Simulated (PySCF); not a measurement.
Assignment exercise: C$_{5}$H$_{9}$BO$_{2}$

Bonds (- single, = double, # triple, : aromatic): O1-B2, B2-O3, B2-C4, C4-C5, C5-C6, C6-C7, C7-C8, C7-C4, C8-C4. O1 carries H9; O3 carries H10; C5 carries H11, H12; C6 carries H13, H14; C7 carries H15; C8 carries H16, H17. Stereochemistry as in OB(O)[C@@]12CC[C@@H]1C2. H17 is cis to C6 on the ring; H11, H14 are cis to C8 on the ring; H16 is trans to C6 on the ring; H12, H13 are trans to C8 on the ring.

No relativistic terms, no solvent, one conformer, averaged over atoms made equivalent by symmetry, fast rotation or ring inversion. J: B3LYP/pcJ-1 (spin–dipole term only in couplings to heteroatoms); NMR shieldings at B3LYP/pcSseg-1/GIAO; PBE0-D3(BJ)/def2-SVP structure; PySCF.

Shifts are taken against calculated references (same method and geometry level): ¹³C (σref 179.24), ¹H (σref 31.38) vs TMS.

(1) Assign these signals to the numbered atoms. ¹³C{¹H} NMR (computed): δ 25.5, 25.2, 24.9, 24.5, 12.0.

(2) Assign these signals to the numbered atoms. ¹H NMR (400 MHz, computed): δ 2.50 (br s, 2H), 2.14 (tdd, J = 12.4, 4.5, 1.2 Hz, 1H), 1.94 (ttd, J = 12.3, 5.2, 1.2 Hz, 1H), 1.56 (ddt, J = 6.5, 5.3, 1.9 Hz, 1H), 1.38 (ddd, J = 12.3, 7.1, 4.5 Hz, 1H), 1.20 (m, 1H), 1.13 (ddt, J = 6.5, 4.3, 1.2 Hz, 1H), 0.67 (dd, J = 4.3, 2.2 Hz, 1H).

## Answers

(1) 
| δ (ppm) | atoms | environment | reason |
| --- | --- | --- | --- |
| 25.5 | C5 | sp3 CH2 in a ring | saturated and bonded to C and H only |
| 25.2 | C8 | three-membered-ring carbon | carbons of three-membered rings are unusually shielded |
| 24.9 | C6 | sp3 CH2 in a ring | aliphatic region, no heteroatom directly attached |
| 24.5 | C7 | three-membered-ring carbon | carbons of three-membered rings are unusually shielded |
| 12.0 | C4 | three-membered-ring carbon | – |

C5 and C8; C8 and C6; C6 and C7 lie closer than the usual error of such a calculation, so a measured spectrum could show them in the other order.

(2) 
| δ (ppm) | atoms | environment | reason |
| --- | --- | --- | --- |
| 2.50 | H9/H10 | hydrogen on an oxygen bonded to B | labile proton, position sensitive to the medium |
| 2.14 | H12 | hydrogen on an sp3 CH2 in a ring | – |
| 1.94 | H13 | hydrogen on an sp3 CH2 in a ring | far from electronegative atoms and π systems |
| 1.56 | H15 | hydrogen on a three-membered-ring carbon | cyclopropane-type protons are shielded by the ring |
| 1.38 | H14 | hydrogen on an sp3 CH2 in a ring | far from electronegative atoms and π systems |
| 1.20 | H11 | hydrogen on an sp3 CH2 in a ring | – |
| 1.13 | H16 | hydrogen on a three-membered-ring carbon | cyclopropane-type protons are shielded by the ring |
| 0.67 | H17 | hydrogen on a three-membered-ring carbon | – |

H11 and H16 lie closer than the usual error of such a calculation, so a measured spectrum could show them in the other order.

OH and NH positions are those of a molecule without intermolecular hydrogen bonds; in solution they move with solvent, concentration and temperature, and exchange usually removes their couplings. A carbon bonded to boron is broadened by the quadrupolar boron nucleus and is often missing from a measured spectrum. Splittings below 1 Hz are ignored in the labels, and close J values are merged. Unscaled 3J(H,H) at this level run about 10 % above measured values. Shifts are as computed. Against solution values, carbons near 30 ppm lie about +2 ppm off and those near 130 ppm about +6 ppm. Of 1313 compounds with measured shifts, 239 miss one by over three times the rms of a fit or turn the order of signals round; such compounds aren't used in these exercises.
